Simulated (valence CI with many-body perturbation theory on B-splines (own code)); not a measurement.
# E1 transitions of Pd XXXIV

Computed by valence CI with perturbative core correlation (CI+MBPT): three valence electrons over a frozen Dirac-Fock core [Ne], a basis of 11 s, 11 p, 10 d, 8 f, 5 g, 2 h functions for each j, with the one-electron correlation potential Σ1, the two-electron term Σ2, the three-electron term Σ3, Breit, model QED; selected CI, second order for the rest, scaled by the run's own slope (own B-spline code, finite nucleus).

No measured spectrum was set against this ion. As an estimate, large intervals hold to a few tenths of a per cent, small ones and those within an open d or f shell to about a per cent.

Lines 51 to 100 of 576 in falling wavelength, among levels below 996.13 eV, chosen from the strongest by gf and those to the six lowest levels. Wavelengths and rates use the calculated energies. Electric multipoles are in the length gauge, E1 and E2 with the static RPA response of the core. Weak lines are less certain than strong ones. Lines between different terms over intervals too small for the method are left out, as are lines whose strength nearly cancels. The highest levels of a list are the least certain.

Names give the largest LS component (configuration and term), which can be under half, so a name can repeat, a term be missing and a line seem to break the LS rules; names also repeat where a configuration has a term twice. Letters in brackets count levels of one name in rising energy.

| λ vac (nm) | Upper | Lower | A (s⁻¹) | S (a.u.) with core polarisation | S without |
| --- | --- | --- | --- | --- | --- |
| 12.73 | 3p.3d2 2H°_9/2 | 3s.3d2 4F_7/2 | 4.63e+09 | 4.71e-02 | 4.82e-02 |
| 12.68 | 3d3 2H_9/2 | 3p.3d2 2F°_7/2 [c] | 4.86e+09 | 4.89e-02 | 4.99e-02 |
| 12.57 | 3p2.3d 4F_9/2 | 3s.3p.3d 2F°_7/2 [b] | 6.99e+09 | 6.85e-02 | 7.02e-02 |
| 12.56 | 3p2.3d 2G_9/2 | 3s.3p.3d 4F°_9/2 | 1.90e+10 | 1.86e-01 | 1.91e-01 |
| 12.38 | 3p2.3d 2D_5/2 [a] | 3s.3p.3d 4D°_7/2 | 1.22e+10 | 6.86e-02 | 7.02e-02 |
| 12.33 | 3p2.3d 4P_3/2 [a] | 3s.3p.3d 4D°_5/2 | 1.68e+10 | 6.22e-02 | 6.37e-02 |
| 12.27 | 3p2.3d 4F_3/2 | 3s.3p.3d 4F°_3/2 | 1.32e+10 | 4.82e-02 | 4.93e-02 |
| 12.06 | 3d3 2G_7/2 | 3p.3d2 2F°_5/2 [b] | 1.31e+10 | 9.04e-02 | 9.24e-02 |
| 11.96 | 3p3 2P°_3/2 | 3s.3p2 4P_3/2 | 7.47e+09 | 2.52e-02 | 2.58e-02 |
| 11.81 | 3s.3p2 4P_3/2 | 3s2.3p 2P°_1/2 | 1.29e+08 | 4.21e-04 | 4.31e-04 |
| 11.67 | 3d3 4F_9/2 | 3p.3d2 2F°_7/2 [b] | 4.77e+09 | 3.74e-02 | 3.82e-02 |
| 11.57 | 3d3 2P_1/2 | 3p.3d2 2D°_3/2 [c] | 2.46e+10 | 3.77e-02 | 3.85e-02 |
| 11.53 | 3d3 2G_9/2 | 3p.3d2 2F°_7/2 [c] | 6.78e+10 | 5.13e-01 | 5.24e-01 |
| 11.46 | 3p.3d2 2P°_3/2 [a] | 3s.3d2 2P_3/2 | 1.23e+10 | 3.66e-02 | 3.74e-02 |
| 11.44 | 3s.3p.3d 4F°_3/2 | 3s.3p2 4P_5/2 | 4.80e+09 | 1.42e-02 | 1.45e-02 |
| 11.44 | 3p2.3d 4F_9/2 | 3s.3p.3d 2F°_7/2 [a] | 1.17e+10 | 8.64e-02 | 8.83e-02 |
| 11.41 | 3p.3d2 2G°_9/2 [a] | 3s.3d2 2G_7/2 | 3.16e+10 | 2.32e-01 | 2.37e-01 |
| 11.40 | 3s.3p.3d 4F°_5/2 [b] | 3s.3p2 2D_3/2 | 2.84e+08 | 1.25e-03 | 1.28e-03 |
| 11.40 | 3d3 2F_7/2 | 3p.3d2 2D°_5/2 [c] | 3.33e+10 | 1.95e-01 | 1.99e-01 |
| 11.39 | 3s.3p2 2D_5/2 | 3s2.3p 2P°_3/2 | 2.49e+09 | 1.09e-02 | 1.12e-02 |
| 11.38 | 3p.3d2 2G°_7/2 [b] | 3p2.3d 2D_5/2 [b] | 9.65e+09 | 5.62e-02 | 5.74e-02 |
| 11.37 | 3d3 2G_7/2 | 3p.3d2 2D°_5/2 [b] | 1.64e+10 | 9.52e-02 | 9.73e-02 |
| 11.26 | 3p.3d2 2H°_11/2 | 3s.3d2 2G_9/2 | 7.89e+10 | 6.67e-01 | 6.83e-01 |
| 11.25 | 3p.3d2 4F°_7/2 | 3p2.3d 2F_7/2 [b] | 1.06e+10 | 5.97e-02 | 6.10e-02 |
| 11.23 | 3d3 2P_3/2 | 3p.3d2 2D°_5/2 [c] | 1.88e+10 | 5.27e-02 | 5.38e-02 |
| 11.19 | 3p.3d2 4G°_11/2 | 3s.3d2 4F_9/2 | 3.11e+10 | 2.57e-01 | 2.64e-01 |
| 11.18 | 3p.3d2 2F°_5/2 [b] | 3p2.3d 2F_5/2 [c] | 1.07e+10 | 4.42e-02 | 4.52e-02 |
| 11.17 | 3p.3d2 2G°_9/2 [b] | 3s.3d2 2F_7/2 | 9.33e+10 | 6.41e-01 | 6.56e-01 |
| 11.16 | 3p3 4S°_3/2 | 3s.3p2 2D_3/2 | 6.05e+08 | 1.66e-03 | 1.70e-03 |
| 11.13 | 3p.3d2 4D°_5/2 [b] | 3s.3d2 2D_3/2 | 1.62e+10 | 6.60e-02 | 6.74e-02 |
| 11.12 | 3p.3d2 2D°_5/2 [c] | 3s.3d2 2P_3/2 | 5.75e+10 | 2.34e-01 | 2.39e-01 |
| 11.08 | 3d3 2F_5/2 | 3p.3d2 2P°_3/2 [a] | 1.88e+10 | 7.58e-02 | 7.74e-02 |
| 11.08 | 3d3 2H_11/2 | 3p.3d2 2G°_9/2 [b] | 9.27e+10 | 7.47e-01 | 7.64e-01 |
| 11.05 | 3p.3d2 4P°_5/2 | 3s.3d2 2D_5/2 | 2.28e+10 | 9.13e-02 | 9.34e-02 |
| 11.03 | 3s.3p.3d 4F°_5/2 [a] | 3s.3p2 4P_5/2 | 5.83e+08 | 2.32e-03 | 2.36e-03 |
| 11.01 | 3p.3d2 2G°_7/2 [b] | 3s.3d2 2G_9/2 | 2.37e+10 | 1.25e-01 | 1.28e-01 |
| 11.01 | 3d3 2H_9/2 | 3p.3d2 2F°_7/2 [b] | 4.61e+10 | 3.04e-01 | 3.10e-01 |
| 10.92 | 3d3 2F_5/2 | 3p.3d2 2D°_3/2 [c] | 4.57e+10 | 1.76e-01 | 1.80e-01 |
| 10.91 | 3p.3d2 4F°_9/2 | 3s.3d2 4F_9/2 | 1.74e+10 | 1.12e-01 | 1.14e-01 |
| 10.90 | 3d3 2P_3/2 | 3p.3d2 2P°_3/2 [a] | 1.90e+10 | 4.87e-02 | 4.98e-02 |
| 10.89 | 3p.3d2 2F°_7/2 [b] | 3p2.3d 2D_5/2 [b] | 3.10e+10 | 1.58e-01 | 1.62e-01 |
| 10.88 | 3p2.3d 4D_7/2 | 3s.3p.3d 2D°_5/2 [a] | 1.30e+10 | 6.63e-02 | 6.79e-02 |
| 10.86 | 3p2.3d 2F_7/2 [a] | 3s.3p.3d 4F°_7/2 | 7.47e+09 | 3.78e-02 | 3.87e-02 |
| 10.86 | 3p2.3d 2D_3/2 [b] | 3s.3p.3d 2P°_3/2 [c] | 1.54e+10 | 3.91e-02 | 3.99e-02 |
| 10.85 | 3d3 2D_3/2 [b] | 3p.3d2 2P°_3/2 [b] | 3.06e+10 | 7.72e-02 | 7.88e-02 |
| 10.83 | 3s.3p.3d 4D°_3/2 | 3s.3p2 2D_3/2 | 5.06e+09 | 1.27e-02 | 1.30e-02 |
| 10.83 | 3s.3p.3d 4D°_1/2 | 3s.3p2 2D_3/2 | 1.11e+08 | 1.39e-04 | 1.42e-04 |
| 10.81 | 3p.3d2 2G°_7/2 [b] | 3s.3d2 2F_5/2 | 4.09e+10 | 2.04e-01 | 2.09e-01 |
| 10.78 | 3d3 2D_5/2 [b] | 3p.3d2 2P°_3/2 [b] | 6.12e+10 | 2.27e-01 | 2.32e-01 |
| 10.76 | 3p.3d2 2G°_7/2 [a] | 3p2.3d 2F_5/2 [b] | 6.19e+10 | 3.05e-01 | 3.11e-01 |
